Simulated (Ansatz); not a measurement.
Relaxation of C$_{2}$H$_{10}$AlNSi (15 atoms, charge 0, multiplicity 1), to a largest force component of 0.015 eV/Å in at most 40 steps.

Level of theory: RKS PBE-D4/def2-SVP (Ansatz).

```xyz
15
Properties=species:S:1:pos:R:3
C -1.837 0.408 -0.317
Si -0.341 -0.566 -0.564
Al -0.055 -1.960 1.300
C 1.211 0.582 -0.793
N 1.251 1.477 0.324
H -2.758 -0.207 -0.220
H -1.758 1.080 0.586
H -1.996 1.125 -1.218
H -0.481 -1.386 -1.718
H 1.236 -2.945 1.396
H -1.069 -1.909 2.548
H 2.080 -0.031 -0.871
H 0.938 1.179 -1.739
H 1.548 0.950 1.190
H 2.008 2.152 0.126
```

Task: Where does it end, and by what steps?

Result: It converged. After 35 steps the energy has fallen by 1.512 eV; H15 moved furthest, 1.83 Å. Joined: Al3–N5.

```csv
step,energy less start (eV),largest force component (eV/Å),accepted
0,0.0000,2.490,yes
2,-0.4538,0.459,no
4,-0.5204,0.086,yes
6,-0.5283,0.136,yes
8,-0.5387,0.153,yes
10,-0.5575,0.083,yes
12,-0.5523,0.355,no
14,-0.5796,0.098,yes
16,-0.5912,0.517,yes
18,-0.6699,0.150,yes
20,-0.8321,0.420,yes
22,-1.0927,0.362,yes
24,-1.3125,0.221,yes
26,-1.4392,0.392,yes
28,-1.4965,0.115,yes
30,-1.5067,0.145,yes
32,-1.5110,0.047,yes
34,-1.5115,0.016,yes
35,-1.5116,0.006,yes
```

```xyz
15
Properties=species:S:1:pos:R:3
C -2.116 0.514 -0.683
Si -0.600 -0.644 -0.704
Al 0.502 -1.347 1.396
C 1.040 0.434 -0.689
N 1.391 0.468 0.778
H -3.052 -0.079 -0.623
H -2.097 1.183 0.202
H -2.169 1.141 -1.597
H -0.625 -1.419 -2.003
H 1.687 -2.430 1.242
H -0.119 -1.055 2.857
H 1.828 -0.154 -1.202
H 1.035 1.451 -1.139
H 2.391 0.650 0.952
H 0.883 1.235 1.243
```

Whether the end is a true minimum wasn't checked by a vibrational analysis.

Run time: 110 s on 2 threads of Intel(R) Xeon(R) Platinum 8488C (Sapphire Rapids) (shared host), peak memory 0.19 GiB.
